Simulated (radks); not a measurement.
Excited configurations of neutral lithium: one electron is placed in a higher orbital outside [He]. The ground configuration is [He] 2s1. Method: non-relativistic Kohn-Sham, r2SCAN, spin-polarised, spherical densities, point nucleus; open shells are filled with parallel spins first; meta-GGA in the generalised Kohn-Sham scheme; computed with a radial shooting solver on a logarithmic mesh with Libxc functionals. Excitation = E - E(ground); binding = E(ion) - E, where the ion is the core of charge +1; n* = 1/sqrt(2 binding) in atomic units, and the quantum defect is n - n*.

| outer orbital | excitation (eV) | binding (eV) | n* | quantum defect | eigenvalue (eV) | <r> (bohr) |
|---|---|---|---|---|---|---|
| 3s | 3.311 | 2.084 | 2.555 | 0.445 | -1.298 | 9.797 |
| 4d | 4.497 | 0.897 | 3.894 | 0.106 | -0.516 | 20.80 |
| 5s | 4.716 | 0.679 | 4.477 | 0.523 | -0.439 | 30.67 |
| 5f | 4.797 | 0.597 | 4.774 | 0.226 | -0.345 | 30.86 |

The Delta-SCF ionisation energy is 5.394 eV (NIST Atomic Spectra Database: 5.392 eV, measured). Self-interaction in the functional shifts the binding energies and quantum defects, so they are the method's values and not measured ones.
